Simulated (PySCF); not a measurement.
Species: C₅H₁₁B.
SMILES: `CBC/C=C/C`

Level: PBE0/def2-SVPD in PySCF, non-relativistic, on one gas-phase PBE0-D3(BJ)/def2-SVP geometry that isn't relaxed in the solvent. The solvent is an IEF-PCM continuum (van der Waals radii × 1.2), and excitations are vertical TDDFT with non-equilibrium linear response and a frozen core. Specific hydrogen bonds and non-electrostatic terms are outside this model.

Gas-phase singlets (H = HOMO, L = LUMO):

| state | E (eV) | λ (nm) | f | leading configuration |
| --- | --- | --- | --- | --- |
| S1 | 4.822 | 257 | 0.001 | H→L 98% |
| S2 | 6.227 | 199 | 0.005 | H-1→L 97% |
| S3 | 6.384 | 194 | 0.013 | H→L+1 64% |
| S4 | 6.812 | 182 | 0.010 | H→L+3 82% |
| S5 | 6.855 | 181 | 0.016 | H-2→L 67% |

Q: Give the list for cyclohexane (ε = 2.017), n² = 2.04.

A: 
```csv
state,E (eV),λ (nm),f,leading configuration,change by rank (eV)
S1,4.852,256,0.001,H→L 98%,+0.030
S2,6.227,199,0.007,H-1→L 97%,0.000
S3,6.411,193,0.025,H→L+1 49%,+0.027
S4,6.801,182,0.502,H→L+1 43%,-0.011
S5,6.840,181,0.023,H-2→L 49%,-0.015
```

Q: How does the list change in methanol (ε = 32.61)?

A: 
```tsv
state	E (eV)	λ (nm)	f	leading configuration	change by rank (eV)
S1	4.912	252	0.001	H→L 98%	+0.090
S2	6.259	198	0.006	H-1→L 97%	+0.032
S3	6.483	191	0.024	H→L+2 63%	+0.099
S4	6.829	182	0.541	H→L+1 70%	+0.017
S5	6.865	181	0.013	H-2→L 84%	+0.010
```

Q: The ground-state energy changes by -0.084 eV from gas to methanol. By how much does the total energy of gas-phase S1 change?

A: E(S1) = E(S0) + excitation energy, so it changes by -0.084 + 0.090 = +0.006 eV: it isn't lowered at all, while the ground state is. This is the vertical state, with the slow part of the continuum still set for S0.

Q: How do the frontier levels move from gas to methanol?

A: 
```
orbital  gas (eV)  solvent (eV)  change (eV)
 LUMO+2      0.75          0.82        +0.07
 LUMO+1      0.62          0.67        +0.05
   LUMO     -0.65         -0.56        +0.09
   HOMO     -6.68         -6.70        -0.02
 HOMO-1     -8.77         -8.72        +0.05
 HOMO-2     -9.19         -9.10        +0.09
 HOMO-3     -9.63         -9.56        +0.07
```

The HOMO–LUMO gap goes from 6.03 to 6.14 eV. Rows go by rank; for LUMO+1 and LUMO+2 the atom shares or the degeneracy differ between the runs, so the row needn't follow one orbital.

The run took about 40 s of CPU time (one thread, shared machine). This is the whole response run at PBE0/def2-SVPD in methanol, SCF included.

Shape of the structure used: `[CH3:1][BH:2][CH2:3]/[CH:4]=[CH:5]/[CH3:6]`: C1–B2–C3–C4 156°, B2–C3–C4–C5 -127°.
